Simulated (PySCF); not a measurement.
**Polarisability and C₆ of Cl⁺ (chlorine, charge +1)**

[Ne] 3s2 3p3 4s1, high-spin 5S determinant (an excited configuration). Calculation: PySCF 2.14, in aug-cc-pV(Q+d)Z with one added diffuse shell each of s, p, d, f, g type (8s7p6d4f3g, 114 functions); no relativity, point nucleus. Coupled (time-dependent) response in atomic units; α is the mean over directions.

| method | mean α (bohr³) | C₆ (like pair) | S(−4) |
| --- | --- | --- | --- |
| UHF | 154.0 | 1565 | 22130 |
| PBE | 124.4 | 1146 | 14560 |
| PBE0 | 134.7 | 1284 | 17090 |

S(−4) is the Cauchy moment in α(ω) = α(0) + S(−4) ω² + …

α(iu) at PBE:

```csv
u (hartree),α(iu) (bohr³)
0,124.4
0.0500,96.58
0.100,59.13
0.200,25.82
0.300,15.19
0.500,8.068
0.750,4.886
1.00,3.323
1.50,1.819
2.00,1.147
3.00,0.5851
5.00,0.2518
```

A single London oscillator, α(iu) = α/(1 + u²/ω²), gives C₆ = (3/4) ω α². Matching the computed C₆ needs ω = 4 × 1146 / (3 × 124.4²) = 0.0987 hartree.

For an ion, C₆ is the dispersion term alone; charge-induced terms of lower order in 1/R come first.

The outer electron is Rydberg-like, and this basis confines it to a smaller radius and binds it less than a complete one would.
